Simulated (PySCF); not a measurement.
AlI₂, SMILES [I][Al+][I], charge +1. Atoms are numbered in the order given.

```xyz
3

Al     0.0000     0.0000     0.0000
I      0.0000     0.0000    -2.3732
I      0.0000     0.0000     2.3732
```
Charge +1, spin multiplicity 1.

The structure is a stationary point at B3LYP-D3(BJ)/def2-SVP. The spin state was assumed, not searched. The isomer is the one that the SMILES or the coordinates give; other isomers of the formula were not compared. The def2 effective core potentials stand for the cores of I; spin–orbit coupling is left out.

Computed with TDA-LC-ωPBE/def2-SVPD (PySCF 2.14.0).

Vertical excitations; the highest root listed may be one member of a degenerate set. Isolated molecule, no solvent. State labels are in the subgroup D2h.

| state | symmetry | energy (eV) | λ (nm) | f | main pairs |
|---|---|---|---|---|---|
| S1 | B2g | 4.56 | 272 | 0.000 | HOMO−1→LUMO (degenerate set) |
| S2 | B3g | 4.56 | 272 | 0.000 | HOMO→LUMO (degenerate set) |
| S3 | B2u | 4.99 | 248 | 0.027 | HOMO−3→LUMO (degenerate set) |
| S4 | B3u | 4.99 | 248 | 0.027 | HOMO−2→LUMO (degenerate set) |
| S5 | Au | 5.59 | 222 | 0.000 | HOMO→LUMO+2 48 %, HOMO−1→LUMO+1 48 % |
| S6 | B1u | 5.64 | 220 | 0.000 | HOMO−1→LUMO+2, HOMO→LUMO+1 (degenerate set) |
| S7 | Au | 5.64 | 220 | 0.000 | HOMO−1→LUMO+1, HOMO→LUMO+2 (degenerate set) |
| S8 | B1g | 5.89 | 210 | 0.000 | HOMO−3→LUMO+2 48 %, HOMO−2→LUMO+1 48 % |
| S9 | Ag | 5.98 | 207 | 0.000 | HOMO−3→LUMO+1, HOMO−2→LUMO+2 (degenerate set) |
| S10 | B1g | 5.98 | 207 | 0.000 | HOMO−2→LUMO+1, HOMO−3→LUMO+2 (degenerate set) |
| T1 | B3g | 4.14 | 300 | 0 | HOMO→LUMO (degenerate set) |
| T2 | B2g | 4.14 | 300 | 0 | HOMO−1→LUMO (degenerate set) |
| T3 | B2u | 4.41 | 281 | 0 | HOMO−3→LUMO (degenerate set) |
| T4 | B3u | 4.41 | 281 | 0 | HOMO−2→LUMO (degenerate set) |
Triplets are in the Tamm–Dancoff approximation.
